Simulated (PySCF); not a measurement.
Calculated properties of `COC(=O)c1coc(C)p1`

C₆H₇O₃P.
SMILES with atom numbers: `[CH3:1][O:2][C:3](=[O:4])[c:5]1[cH:6][o:7][c:8]([CH3:9])[p:10]1` (hydrogens: H11, H12, H13 on C1; H14 on C6; H15, H16, H17 on C9)

Some functional groups and rings: ester and aromatic ring with oxygen.

GFN2-xTB geometry:

* Rotational constants A, B, C of the GFN2-xTB geometry: 2.991, 0.695, 0.568 GHz

PBE0/pcSseg-1 ground state and GIAO shieldings, non-relativistic (PySCF):

* Dipole moment: 1.69 D
* HOMO energy: -6.79 eV
* LUMO energy: -1.14 eV
* HOMO–LUMO gap: 5.65 eV
* Lowest Hirshfeld atomic charge: -0.26 e on O4
* Highest Hirshfeld atomic charge: +0.19 e on C3
* 13C chemical shifts (computed TMS as zero) by class: 208.1 (C8), 168.8 (C3), 156.6 (C6), 144.6 (C5), 50.0 (C1), 21.4 (C9) ppm
* 1H chemical shifts (computed TMS as zero) by class: 8.56 (H14), 4.24 (H11/H12/H13), 2.94 (H15/H16/H17) ppm
* Isotropic shieldings of nuclei other than C and H, by class: -55 (O4), -31 (O7), 151 (O2), 190 (P10) ppm
* Mayer bond orders between heavy atoms: C1–O2 0.87, O2–C3 1.09, C3–O4 1.96, C3–C5 0.96, C5–C6 1.55, C6–O7 1.10, O7–C8 1.04, C8–C9 1.04, C8–P10 1.51, P10–C5 1.10

Monoisotopic mass from the formula: 158.0133 u.

With B = h/(8π²I), that is 505.379 GHz u Å² over I, the principal moments of inertia are 168.9, 727.5 and 890.1 u Å² (most abundant isotopes). In atomic units the dipole is 0.67 e·bohr (1 au = 2.5417 D). The rotational constants make it an asymmetric top with κ = (2B − A − C)/(A − C) = -0.90, nearer the prolate limit (−1).

Isolated species at its GFN2-xTB geometry (one conformer only). GFN2-xTB frequencies show an imaginary mode (93i cm⁻¹), so this geometry is no minimum at that level. NMR classes are plain means over equivalent atoms (diastereotopic ones count apart unless rotation or inversion swaps them), as if these changed places fast; in this geometry the members of some classes differ.

For the NMR shielding job (PBE0/pcSseg-1), on Arm Neoverse V2, one thread, no GPU, shared host, this took 38 s wall.

Conformer computed: `[CH3:1][O:2][C:3](=[O:4])[c:5]1[cH:6][o:7][c:8]([CH3:9])[p:10]1`: C1–O2–C3–O4 -1°, O2–C3–C5–C6 180°.
